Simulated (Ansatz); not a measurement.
`C[CH](O)[GaH2]` and `CNC(C)O` differ in one atom or group.

Ansatz, PBE0-D4/def2-TZVP geometries, multiplicity 1. Each molecule was computed in one conformer, which needn't be the lowest.

Scalar relativity is left out up to krypton.

```tsv
property	`C[CH](O)[GaH2]`
LUMO energy (PBE0/def2-TZVPP) / eV	-0.80
size of the dipole moment (ωB97M-V/def2-TZVPP) / D	1.93
LUMO energy (B3LYP/def2-TZVPP) / eV	-1.08
HOMO energy (ωB97M-V/def2-TZVPP) / eV	-9.00
LUMO energy (ωB97M-V/def2-TZVPP) / eV	0.85
LUMO energy (PBE/def2-TZVPP) / eV	-1.59
```

Problem. Give the same properties after the change, and the shifts. (Best estimate.)

Solution. The calculation gave: 
| property | `CNC(C)O` | shift |
| --- | --- | --- |
| LUMO energy (PBE0/def2-TZVPP) / eV | 1.20 | 2.00 |
| size of the dipole moment (ωB97M-V/def2-TZVPP) / D | 1.40 | -0.53 |
| LUMO energy (B3LYP/def2-TZVPP) / eV | 0.84 | 1.92 |
| HOMO energy (ωB97M-V/def2-TZVPP) / eV | -9.12 | -0.12 |
| LUMO energy (ωB97M-V/def2-TZVPP) / eV | 2.61 | 1.76 |
| LUMO energy (PBE/def2-TZVPP) / eV | 0.38 | 1.97 |

Dipoles are sizes alone; their direction can turn.

B3LYP here is the variant with VWN-RPA as its local correlation; programs differ in this.
